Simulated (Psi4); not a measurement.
BiF₃, singlet, geometry from GFN2-xTB (such geometries of metal compounds can be far from the true shape) (core potentials on Bi), atoms displaced at random by about 0.002 Å a coordinate; Psi4 with HF/def2-SVP.

Input for Psi4:
```
memory 2 GB

molecule {
0 1
  Bi    0.00305030    0.00010146    0.26972409
  F    -1.35397943   -1.00983727   -0.83704588
  F    -0.22202539    1.68444585   -0.81511959
  F     1.54573635   -0.64013161   -0.86243708
}

set basis def2-svp

energy('scf')
print_variables()
```

Task: Write the output that Psi4 gives for this input, abridged.

Result: 
```
   => Loading Basis Set <=

    Name: DEF2-SVP
    Role: ORBITAL
    Keyword: BASIS

    !!!  WARNING: ECP capability is in beta. Please check occupations closely.  !!!

         ---------------------------------------------------------
                                   SCF
               by Justin Turney, Rob Parrish, Andy Simmonett
                          and Daniel G. A. Smith
                              RHF Reference
         ---------------------------------------------------------

  ==> Geometry <==

    Molecular point group: c1
    Full point group: C1

    Geometry (in Angstrom), charge = 0, multiplicity = 1:

       Center              X                  Y                   Z               Mass
    ------------   -----------------  -----------------  -----------------  -----------------
         BI           0.002815690836    -0.002440917968     0.237414304220   208.980399100000
         F           -1.354214039164    -1.012379647968    -0.869355665780    18.998403162730
         F           -0.222259999164     1.681903472032    -0.847429375780    18.998403162730
         F            1.545501740836    -0.642673987968    -0.894746865780    18.998403162730

  Running in c1 symmetry.

  Rotational constants: A =      0.12394  B =      0.12379  C =      0.10391 [cm^-1]
  Rotational constants: A =   3715.62252  B =   3711.07877  C =   3115.16448 [MHz]
  Nuclear repulsion =  206.811661490355931

  Charge       = 0
  Multiplicity = 1
  Electrons    = 50
  Nalpha       = 25
  Nbeta        = 25

  ==> Algorithm <==

  SCF Algorithm Type is DF.
  DIIS enabled.
  MOM disabled.
  Fractional occupation disabled.
  Guess Type is SAD.
  Energy threshold   = 1.00e-06
  Density threshold  = 1.00e-06
  Integral threshold = 1.00e-12

  ==> Primary Basis <==

  Basis Set: DEF2-SVP
    Blend: DEF2-SVP
    Number of shells: 28
    Number of basis functions: 68
    Number of Cartesian functions: 73
    Spherical Harmonics?: true
    Max angular momentum: 2

  Core potential: DEF2-SVP
    Number of shells: 4
    Number of ECP primitives: 18
    Number of ECP core electrons: 60
    Max angular momentum: 3

   => Loading Basis Set <=

    Name: (DEF2-SVP AUX)
    Role: JKFIT
    Keyword: DF_BASIS_SCF

  ==> Integral Setup <==

  SCF_SUBTYPE=INCORE selected. In-core MEM_DF algorithm will be used.
  Using in-core AOs.

  ==> MemDFJK: Density-Fitted J/K Matrices <==

    J tasked:                   Yes
    K tasked:                   Yes
    wK tasked:                   No
    Algorithm:                 Core
    Schwarz Cutoff:           1E-12
    Mask sparsity (%):       2.8547
    Fitting Condition:        1E-10

   => Auxiliary Basis Set <=

  Basis Set: (DEF2-SVP AUX)
    Blend: DEF2-UNIVERSAL-JKFIT
    Number of shells: 128
    Number of basis functions: 482
    Number of Cartesian functions: 640
    Spherical Harmonics?: true
    Max angular momentum: 6

  Minimum eigenvalue in the overlap matrix is 3.6251436194E-02.
  Reciprocal condition number of the overlap matrix is 1.1345598335E-02.
    Using symmetric orthogonalization.

  ==> Pre-Iterations <==

  SCF Guess: Superposition of Atomic Densities via on-the-fly atomic UHF (no occupation information).

   -------------------------
    Irrep   Nso     Nmo
   -------------------------
     A         68      68
   -------------------------
    Total      68      68
   -------------------------

  ==> Iterations <==

                           Total Energy        Delta E     RMS |[F,P]|

   @DF-RHF iter SAD:  -508.36853670862132   -5.08369e+02   0.00000e+00
   @DF-RHF iter   1:  -511.50197023569751   -3.13343e+00   9.26090e-03 ADIIS/DIIS
   @DF-RHF iter   2:  -511.58955195091647   -8.75817e-02   7.12583e-03 ADIIS/DIIS
   @DF-RHF iter   3:  -511.66267138607827   -7.31194e-02   4.51141e-04 ADIIS/DIIS
   @DF-RHF iter   4:  -511.66366715367712   -9.95768e-04   1.82370e-04 ADIIS/DIIS
   @DF-RHF iter   5:  -511.66387467534042   -2.07522e-04   4.75643e-05 DIIS
   @DF-RHF iter   6:  -511.66389477118395   -2.00958e-05   1.11015e-05 DIIS
   @DF-RHF iter   7:  -511.66389560897625   -8.37792e-07   4.32613e-06 DIIS
   @DF-RHF iter   8:  -511.66389565722716   -4.82509e-08   1.12432e-06 DIIS
   @DF-RHF iter   9:  -511.66389566147740   -4.25024e-09   1.58162e-07 DIIS
  Energy and wave function converged.

  ==> Post-Iterations <==

    Orbital Energies [Eh]
    ---------------------

    Doubly Occupied:

       1A    -26.243895     2A    -26.243447     3A    -26.242500
       4A     -6.804878     5A     -4.384931     6A     -4.384922
       7A     -4.380294     8A     -1.528824     9A     -1.527533
      10A     -1.505969    11A     -1.437982    12A     -1.437971
      13A     -1.432839    14A     -1.398310    15A     -1.398256
      16A     -0.819006    17A     -0.633329    18A     -0.633312
      19A     -0.628324    20A     -0.607411    21A     -0.606919
      22A     -0.592802    23A     -0.586533    24A     -0.586006
      25A     -0.498262

    Virtual:

      26A      0.040222    27A      0.040569    28A      0.095712
      29A      0.331932    30A      0.400178    31A      0.400524
      32A      0.412940    33A      0.513769    34A      0.513944
      35A      0.521082    36A      0.665501    37A      0.665942
      38A      1.496313    39A      1.496517    40A      1.518922
      41A      1.520568    42A      1.538997    43A      1.539301
      44A      1.623666    45A      1.623929    46A      1.651881
      47A      1.951994    48A      1.952172    49A      2.073576
      50A      3.466808    51A      3.470161    52A      3.470864
      53A      3.493531    54A      3.494145    55A      3.495290
      56A      3.495742    57A      3.497977    58A      3.498908
      59A      3.536424    60A      3.536493    61A      3.538772
      62A      3.589919    63A      3.608789    64A      3.609068
      65A     21.648564    66A     21.809560    67A     21.812654
      68A     54.591565

    Final Occupation by Irrep:
              A
    DOCC [    25 ]
    NA   [    25 ]
    NB   [    25 ]

  @DF-RHF Final Energy:  -511.66389566147740

   => Energetics <=

    Nuclear Repulsion Energy =            206.8116614903559309
    One-Electron Energy =               -1203.8621820156183730
    Two-Electron Energy =                 485.3866248637850163
    Total Energy =                       -511.6638956614773974

Computation Completed

Properties will be evaluated at   0.000000,   0.000000,   0.000000 [a0]

Properties computed using the SCF density matrix

 Multipole Moments:

 ------------------------------------------------------------------------------------
     Multipole            Electronic (a.u.)      Nuclear  (a.u.)        Total (a.u.)
 ------------------------------------------------------------------------------------

 L = 1.  Multiply by 2.5417464519 to convert [e a0] to [Debye]
 Dipole X            :          0.4388340           -0.4043821            0.0344519
 Dipole Y            :         -0.3716990            0.3505582           -0.0211408
 Dipole Z            :         36.6852281          -34.0968164            2.5884117
 Magnitude           :                                                    2.5887273

 ------------------------------------------------------------------------------------

  Variable Map:
  ----------------------------------------------------------------------------
  "CURRENT ENERGY"           =>    -511.663895661477
  "CURRENT REFERENCE ENERGY" =>    -511.663895661477
  "DD SOLVATION ENERGY"      =>       0.000000000000
  "HF KINETIC ENERGY"        =>     366.813411719047
  "HF POTENTIAL ENERGY"      =>    -878.477307380524
  "HF TOTAL ENERGY"          =>    -511.663895661477
  "HF VIRIAL RATIO"          =>       2.394888734476
  "NUCLEAR REPULSION ENERGY" =>     206.811661490356
  "ONE-ELECTRON ENERGY"      =>   -1203.862182015618
  "PCM POLARIZATION ENERGY"  =>       0.000000000000
  "PE ENERGY"                =>       0.000000000000
  "SCF ITERATION ENERGY"     =>    -511.663895661477
  "SCF ITERATIONS"           =>       9.000000000000
  "SCF TOTAL ENERGY"         =>    -511.663895661477
  "TWO-ELECTRON ENERGY"      =>     485.386624863785

  Array Variable Map:
  ----------------------------------------------------------------------------
  "CURRENT DIPOLE"           =>       0.034451917360 ... 2.588411748879 1 by 3
  "SCF DIPOLE"               =>       0.034451917360 ... 2.588411748879 1 by 3
  "SCF TOTAL ENERGIES"       =>    -508.368536708621 ... -511.663895661477 1 by 10
```
